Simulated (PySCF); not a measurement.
A geometry optimisation on `CC(C)(C)[C@@H]1C[S][GeH2][S]1`.

Computed with PBE0-D3(BJ)/def2-SVP geometry optimisation, gas phase (PySCF 2.14.0). Start geometry: GFN2-xTB. The input is one job of a driver script: a line of settings, then coordinates in Å.

Input:
```
{"job": {"xc": "PBE0", "basis": "def2-SVP", "d3": "d3bj", "grid": 1, "kind": "geom"}, "charge": 0, "multiplicity": 1}
C     -0.120397     1.233053     0.954159
C     -0.845010     0.198934     0.093573
C     -1.670636    -0.717236     1.005802
C     -1.801214     0.929404    -0.856508
C      0.100090    -0.667607    -0.769754
C      0.956953    -1.713827    -0.072599
S      2.375554    -1.079027     0.903007
Ge     2.931828     0.454362    -0.596470
S      1.156229     0.328670    -1.912438
H      0.458193     1.919150     0.334797
H     -0.852328     1.819584     1.504783
H      0.541039     0.758846     1.675558
H     -1.066524    -1.116152     1.816981
H     -2.098372    -1.544674     0.442930
H     -2.486107    -0.148290     1.445871
H     -1.246515     1.536655    -1.567765
H     -2.408800     0.218699    -1.412990
H     -2.464573     1.580124    -0.292469
H     -0.537005    -1.223801    -1.467393
H      0.364692    -2.296732     0.629458
H      1.369903    -2.391758    -0.821231
H      3.136331     1.811857     0.060853
H      4.201918     0.136749    -1.369836
```

Output:
```
step   0  E = -3109.02892777  max force = 0.007342
step   1  E = -3109.03090711  max force = 0.002777
step   2  E = -3109.03098700  max force = 0.000317
step   3  E = -3109.03098448  max force = 0.000217
step   4  E = -3109.03098317  max force = 0.000119
optimisation converged
```

Energies in Eh; «max force» is the largest Cartesian gradient component in Eh/bohr.

How much energy does the optimisation release, in kcal/mol?

E(step 0) − E(last step) = 0.002055 Eh, which is 1.3 kcal/mol.

Give the first gradient maximum in eV/Å.

With 1 Eh/bohr = 51.422 eV/Å, 0.378 eV/Å.

Summary of the converged run: final energy -3109.03098 Eh after 4 steps; dipole 1.10 D.

Give the final coordinates.

0.045 Å rms from the input after alignment:
```
atom  x, y, z in Å
C1    -0.0791    1.2920    1.0586
C2    -0.7711    0.2081    0.2305
C3    -1.5634   -0.7118    1.1659
C4    -1.7466    0.8815   -0.7400
C5     0.2066   -0.6555   -0.6133
C6     1.0603   -1.7031    0.0949
S7     2.4581   -1.0527    1.0817
Ge8    3.0366    0.4824   -0.4228
S9     1.2666    0.3239   -1.7650
H10    0.4691    1.9907    0.4085
H11   -0.8345    1.8739    1.6094
H12    0.6255    0.8646    1.7850
H13   -0.9336   -1.1187    1.9714
H14   -2.0187   -1.5544    0.6197
H15   -2.3796   -0.1483    1.6433
H16   -1.2068    1.5115   -1.4630
H17   -2.3307    0.1361   -1.3038
H18   -2.4543    1.5214   -0.1911
H19   -0.4239   -1.2297   -1.3155
H20    0.4512   -2.2863    0.8007
H21    1.4590   -2.4012   -0.6552
H22    3.1954    1.8513    0.2648
H23    4.3106    0.1365   -1.2156
```

The run took 3.1 min of wall time on one thread of an Arm Neoverse V1 (shared host).
Labels such as C1 count atoms from 1, the log's own numbers from 0.
